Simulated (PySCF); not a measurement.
Isomers of C5H8Cl2OSi, one GFN2-xTB conformer each. Single-point energies are computed at PBE0/pcSseg-1 (PySCF, gas phase, no added dispersion term), electronic only.

Task: Rank them by PBE0/pcSseg-1 energy, lowest first (kcal/mol).
A. `[CH3:1]/[C:2](=[C:3](/[SiH3:4])[CH:5]=[O:6])[CH:7]([Cl:8])[Cl:9]` with C2–C3–C5–O6 -178°, C1–C2–C7–Cl8 62°
B. `[CH3:1][C:2](=[O:3])[C@@H:4]1[SiH2:5][C@@H:6]1[CH:7]([Cl:8])[Cl:9]` with C1–C2–C4–Si5 -142°, Si5–C6–C7–Cl8 87°
C. `[CH2:1]=[CH:2][O:3][Si@@:4]([Cl:5])([CH:6]=[CH2:7])[CH2:8][Cl:9]` with C1–C2–O3–Si4 -5°, C2–O3–Si4–Cl5 -58°, O3–Si4–C6–C7 179°, O3–Si4–C8–Cl9 72°

Result: C (0.0), B (50.5), A (53.4).

As drawn, the lowest has an Si–O bond, which the highest lacks; the highest has a C=O bond, which the lowest lacks. GFN2-xTB itself gives, in the same order: 0.0, 32.3, 30.8. Both levels put the same isomer lowest; measured from each level's own lowest isomer, the values differ by up to 22.6 kcal/mol (C/C(=C(/[SiH3])C=O)C(Cl)Cl: 30.8 against 53.4).

Task: Which frontier levels, dipoles and rotational constants go with these structures?

Result: 
```
                           SMILES  HOMO (eV, PBE0/pcSseg-1)  LUMO (eV)  dipole (D)       A, B, C (MHz)
           C=CO[Si@@](Cl)(C=C)CCl                     -7.33      -1.11        3.33  1076, 761.1, 624.5
CC(=O)[C@@H]1[SiH2][C@@H]1C(Cl)Cl                     -7.35      -1.18        4.32  1314, 769.7, 564.0
       C/C(=C(/[SiH3])C=O)C(Cl)Cl                     -7.93      -2.60        1.65  1491, 550.6, 530.1
```
